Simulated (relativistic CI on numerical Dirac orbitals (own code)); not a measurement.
## Sensitivity of the levels of Mn13+ to α and to the nuclear radius

Computed by Dirac-Coulomb-Breit CI, KLI orbitals optimised for each configuration, derivatives by finite differences, unscaled Slater integrals, QED left out (own radial code, finite nucleus).

CI space (outside the closed core [Ne]): 3s², 3s3p, 3p², 3s3d, 3d², 3p3d, 3p4s, 3s4s. Levels of other configurations are missing.

With x = (α/α₀)² − 1 an excitation energy changes as ω = ω₀ + qx; K = 2q/ω₀ is the relative enhancement. Terms are leading LS components, so labels can repeat. The field-shift factor is F = δν/δ⟨r²⟩ for the transition from the lowest level.

Lowest level 3s² ¹S0.

```csv
Level,ω₀ (cm⁻¹),q (cm⁻¹),K,F (GHz/fm²)
3s3p ³P°0,217832,4428,0.0407,-13.2
3s3p ³P°1,222668,8850,0.0795,-13.3
3s3p ³P°2,234000,20890,0.179,-13.3
3s3p ¹P°1,333095,17520,0.105,-13.9
3p² ³P0,520692,16700,0.0641,-27.4
3p² ¹D2,521975,26120,0.1,-24.8
3p² ³P1,528381,26490,0.1,-27.4
3p² ³P2,541841,41070,0.152,-26.9
3p² ¹S0,620727,36070,0.116,-26.8
3s3d ³D1,637012,21970,0.069,-12.8
3s3d ³D2,637759,22700,0.0712,-12.8
3s3d ³D3,638929,23870,0.0747,-12.7
3s3d ¹D2,724653,26010,0.0718,-16.2
3p3d ³F°2,868972,27640,0.0636,-26.8
3p3d ³F°3,876878,35820,0.0817,-26.8
3p3d ³F°4,885961,45680,0.103,-26.8
3p3d ¹D°2,886402,39980,0.0902,-26.8
3p3d ³P°2,923204,34050,0.0738,-26.8
3p3d ³D°1,923476,32230,0.0698,-26.8
3p3d ³D°3,932949,42410,0.0909,-26.8
3p3d ³P°0,933471,43850,0.094,-26.8
3p3d ³P°1,933860,43960,0.0941,-26.8
3p3d ³D°2,934194,44150,0.0945,-26.8
```

At this charge energies of transitions that change n are usually good to better than 1 %, and those within a shell (Δn = 0) to a few per cent.
